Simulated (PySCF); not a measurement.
**Working out the ionisation energy of Ni**

Ni [Ar] 3d8 4s2 (3F) → Ni⁺ [Ar] 3d9 (2D). All numbers are calculated (PySCF 2.14, no relativity, point nucleus, in cc-pVTZ (7s6p4d2f1g, 68 functions)). Frozen: [Ar]. Energies in hartree (1 hartree = 27.21139 eV):

| part | Ni (lower) | Ni⁺ (upper) |
| --- | --- | --- |
| UHF | -1506.879341 | -1506.595604 |
| MP2 opposite-spin | -0.207879 | -0.236628 |
| MP2 same-spin | -0.115945 | -0.136208 |

Problem. What does Hartree-Fock give?

Solution. (-1506.595604) − (-1506.879341) = 0.283737 hartree = 7.721 eV.

Problem. What do MP2 and SCS-MP2 (6/5 opposite-spin, 1/3 same-spin) give?

Solution. The opposite-spin parts differ by -0.782 eV and the same-spin parts by -0.551 eV. MP2: 7.721 + (-0.782) + (-0.551) = 6.388 eV. SCS-MP2: 7.721 + 1.2 × (-0.782) + (-0.551)/3 = 6.599 eV.

Reference: 7.640 eV (measured; NIST Atomic Spectra Database, ionization energies), between the lowest levels; spin-orbit coupling is absent from the calculation.

The calculation is non-relativistic.

What remains against the reference includes basis incompleteness, the frozen core and correlation beyond second order.
